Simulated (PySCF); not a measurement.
Deuteron quadrupole couplings in `C#CP(C=C)C(C)(C)C`

Compound: C8H13P.
Structure used (GFN2-xTB), in Å, numbered top down from 1:
```xyz
22
C8H13P angstrom
C      1.2524    2.5269    1.3877
C      0.9234    1.3765    1.2582
P      0.4117   -0.3130    1.3128
C      1.7712   -1.0667    0.3659
C      2.9393   -0.5019    0.1041
C     -0.9261   -0.2396   -0.0382
C     -0.3898    0.3418   -1.3423
C     -2.0492    0.6404    0.5097
C     -1.4458   -1.6595   -0.2601
H      1.5460    3.5351    1.4442
H      1.5945   -2.1046    0.1039
H      3.7296   -1.0341   -0.4021
H      3.1481    0.5182    0.3820
H      0.0178    1.3381   -1.1801
H     -1.1941    0.4139   -2.0741
H      0.3961   -0.2873   -1.7568
H     -1.6895    1.6520    0.6924
H     -2.4293    0.2370    1.4475
H     -2.8725    0.6909   -0.2021
H     -1.7889   -2.0944    0.6778
H     -2.2831   -1.6477   -0.9571
H     -0.6723   -2.3022   -0.6765
```

Level: PBE0/pcSseg-1 (PySCF, non-relativistic); Q(2H) = 0.00286 b; rigid geometry, the same for H and D, with no vibrational averaging.

**Question.** Rank these positions by the coupling χzz of a deuteron there, largest first.
A. H10 (alkyne hydrogen)
B. H21 (methyl hydrogen)
C. H12 (vinylic hydrogen)
D. H11 (vinylic hydrogen)

**Answer.** A (262 kHz), C (224 kHz), D (216 kHz), B (210 kHz).

**Question.** What are Vzz, η and χzz (234.96 MHz × Q × Vzz) at all hydrogens?

**Answer.** 
```
atom  bonded to  bond length (Å)  Vzz (au)     η  χzz (kHz)
 H10         C1            1.052    0.3901  0.02        262
 H11         C4            1.085    0.3221  0.06        216
 H12         C5            1.079    0.3336  0.04        224
 H13         C5            1.078    0.3290  0.05        221
 H14         C7            1.089    0.3094  0.02        208
 H15         C7            1.090    0.3130  0.02        210
 H16         C7            1.089    0.3114  0.03        209
 H17         C8            1.089    0.3082  0.02        207
 H18         C8            1.089    0.3107  0.02        209
 H19         C8            1.090    0.3130  0.02        210
 H20         C9            1.089    0.3106  0.02        209
 H21         C9            1.090    0.3123  0.02        210
 H22         C9            1.089    0.3139  0.02        211
```

**Question.** How does χzz go with the bond length over the 13 C–H bonds?

**Answer.** A straight-line fit has a slope of -13.9 kHz for each 0.01 Å, with a correlation coefficient of -0.99, over lengths from 1.052 to 1.090 Å. The longer bonds have the smaller couplings here.

One conformer (not necessarily the lowest) at the GFN2-xTB geometry, without solvent, vibrations or thermal averaging. GFN2-xTB bond lengths can be off by several hundredths of an ångström, more for odd bonds, and the gradients follow them. A larger basis could move these couplings by a tenth or more.

These values come from a run that also computed NMR shieldings. Cost: about 2.7 min of CPU time on one thread (grids of density and orbitals included); the machine was shared, so the figure is rough.
